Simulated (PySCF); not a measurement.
CHF2, SMILES F[CH]F, multiplicity 2. The structure is a stationary point at PBE0-D3(BJ)/def2-TZVP. The isomer is the one that the SMILES or the coordinates give; other isomers of the formula were not compared.

Q: Give the equilibrium geometry at PBE0-D3(BJ)/def2-TZVP (PySCF confirms it by a frequency run) as bond lengths and angles, and its point group. (An estimate is asked for; the answer gives what the named calculation found.)

A: point group Cs.
Atoms: F1 C2 F3 H4. Bonds (Å): F1–C2 1.321, C2–F3 1.321, C2–H4 1.090. Bond angles (°): F1–C2–F3 111.3, F1–C2–H4 114.2, F3–C2–H4 114.2.
Charge 0, spin multiplicity 2.
